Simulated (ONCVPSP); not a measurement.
**Potentials for Sr (Z = 38) compared**

Generated with ld1.x 7.5 (TM, RRKJ, ultrasoft, PAW), atompaw 4.2 or ONCVPSP 4.0.1. The cutoff is in Ry: for ld1.x and atompaw files where the sum of valence levels is converged to 10 mRy in a Bessel basis, for ONCV files where the hardest occupied wave has 1 mHa per electron of residual kinetic energy. The error is the largest all-electron minus pseudo excitation energy over each file’s own four to seven test configurations (ionisations up to +4, promotions, holes and added fractions of an electron), all of which were solved. The labels leave out finer settings (local radius, basis sizes, second energies), which also bear on the numbers. Spin-polarised tests are not counted. The rows are a selection from randomly drawn settings: files with unsolved tests, undetermined cutoffs or missed reference levels are left out.

A true bound ghost makes a file unfit for plane-wave use even where its test errors are small: the radial tests pick states by their node count and pass the ghost by.

```tsv
potential	cutoff (Ry)	largest error (meV)	bound ghosts
ONCV, PBEsol, scalar-relativistic, rc 2.20/2.10/2.00 (spd), local smoothed, core correction yes, reference 4s2 4p6 5s1.5 5p0.5, qcut 6.9/5.4/4.7, projectors 3/2/2	26	-1.8	none
ONCV, LDA (Perdew-Wang 92), scalar-relativistic, rc 1.95/1.60/1.60 (spd), local d, core correction yes, reference 4s2 4p6 5s2, qcut 5.4/5.2/5.5, projectors 2/2/0	59	-2.8	none
ONCV, LDA (Perdew-Wang 92), scalar-relativistic, rc 2.55/1.80/2.75 (spd), local smoothed, core correction yes, reference 4s2 4p6 5s1, qcut 4.8/7.5/3.8, projectors 2/2/1	34	-2.5	none
```

Task: Fill in the row for Sr: ONCV, PBE, scalar-relativistic, rc 2.05/1.65/1.65 (spd), local d, core correction yes, reference 4s2 4p6 5s2, qcut 7.1/5.5/5.2, projectors 2/1/0.

Result: cutoff 29 Ry, largest error -7.5 meV, bound ghosts: s.

Task: Fill in the row for Sr: ONCV, LDA (Perdew-Zunger), scalar-relativistic, rc 2.95/1.45/2.65 (spd), local smoothed, core correction yes, reference 4p6 5s1.75, qcut 2.2/5.5/3.4, projectors 2/3/2.

Result: cutoff 37 Ry, largest error +20 meV, bound ghosts: s.
